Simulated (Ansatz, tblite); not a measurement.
Spin states of the cluster Hg3⁻ (the lowest doublet isomer of a short search), each relaxed with r2SCAN/def2-TZVPD in Ansatz. Electronic energies in the gas phase.

In the def2 sets Hg takes a core potential; there is no spin–orbit coupling. The xTB rows come from tblite. B3LYP takes the VWN-RPA correlation. Correlated methods freeze no core orbitals; core or outer-core shells of Hg are correlated, in sets that lack core-valence functions. The rows differ in basis, and correlated rows in double-zeta sets carry the largest basis error. In CCSD on the charge -1 quartet the largest single amplitude is 0.43, so its Hartree–Fock determinant may place the open shell otherwise than the density functionals do. The structure comes from a short search, and lower isomers may exist.

Doublet geometry (D3h within 0.1 Å):

```xyz
3

Hg   -0.067    1.763    0.232
Hg    0.870   -1.019    1.171
Hg   -0.803   -0.744   -1.403
```

Quartet geometry (D∞h within 0.1 Å):

```xyz
3

Hg   -1.234   -1.537   -1.777
Hg   -0.002   -0.001    0.002
Hg    1.235    1.538    1.775
```

⟨S²⟩: doublet 0.75 at PBE0/def2-TZVPD (pure 0.75), quartet 3.76 at PBE0/def2-TZVPD (pure 3.75).

Only these spin states were relaxed. The quartet has other bonds than the doublet, so the gap mixes isomer and spin.

```json
{"level": "GFN1-xTB", "quartet − doublet (kJ/mol)": "375.6", "lowest of these": "doublet", "remarks": "–"}
{"level": "GFN2-xTB", "quartet − doublet (kJ/mol)": "406.8", "lowest of these": "doublet", "remarks": "–"}
{"level": "HF/def2-SVPD", "quartet − doublet (kJ/mol)": "239.5", "lowest of these": "doublet", "remarks": "HOMO above zero (doublet)"}
{"level": "HF/def2-TZVPD", "quartet − doublet (kJ/mol)": "203.4", "lowest of these": "doublet", "remarks": "–"}
{"level": "LDA (SPW92)/def2-TZVPD", "quartet − doublet (kJ/mol)": "263.8", "lowest of these": "doublet", "remarks": "HOMO above zero (doublet), HOMO above zero (quartet)"}
{"level": "PBE/def2-TZVPD", "quartet − doublet (kJ/mol)": "270.0", "lowest of these": "doublet", "remarks": "HOMO above zero (doublet), HOMO above zero (quartet)"}
{"level": "r2SCAN/def2-TZVPD", "quartet − doublet (kJ/mol)": "263.0", "lowest of these": "doublet", "remarks": "HOMO above zero (doublet), HOMO above zero (quartet)"}
{"level": "B97M-V/def2-TZVPD", "quartet − doublet (kJ/mol)": "262.9", "lowest of these": "doublet", "remarks": "HOMO above zero (doublet), HOMO above zero (quartet)"}
{"level": "r2SCANh/def2-TZVPD", "quartet − doublet (kJ/mol)": "261.6", "lowest of these": "doublet", "remarks": "HOMO above zero (doublet), HOMO above zero (quartet)"}
{"level": "B3LYP/def2-TZVPD", "quartet − doublet (kJ/mol)": "282.4", "lowest of these": "doublet", "remarks": "HOMO above zero (doublet), HOMO above zero (quartet)"}
{"level": "PBE0/def2-TZVPD", "quartet − doublet (kJ/mol)": "262.2", "lowest of these": "doublet", "remarks": "HOMO above zero (doublet), HOMO above zero (quartet)"}
{"level": "CAM-B3LYP/def2-TZVPD", "quartet − doublet (kJ/mol)": "281.2", "lowest of these": "doublet", "remarks": "HOMO above zero (doublet)"}
{"level": "RPA@PBE/def2-TZVPD", "quartet − doublet (kJ/mol)": "289.2", "lowest of these": "doublet", "remarks": "–"}
{"level": "MP2/def2-SVPD", "quartet − doublet (kJ/mol)": "375.9", "lowest of these": "doublet", "remarks": "HOMO above zero (doublet)"}
{"level": "MP2/def2-TZVPD", "quartet − doublet (kJ/mol)": "346.7", "lowest of these": "doublet", "remarks": "–"}
{"level": "CCSD/def2-SVPD", "quartet − doublet (kJ/mol)": "341.5", "lowest of these": "doublet", "remarks": "HOMO above zero (doublet)"}
{"level": "CCSD(T)/def2-SVPD", "quartet − doublet (kJ/mol)": "344.3", "lowest of these": "doublet", "remarks": "HOMO above zero (doublet)"}
```

Change of the quartet − doublet gap on mixing in exact exchange, in kJ/mol: PBE to PBE0 (25 % exact exchange) -7.8; r2SCAN to r2SCANh (10 % exact exchange) -1.4.

The xTB methods have no spin-polarisation term.
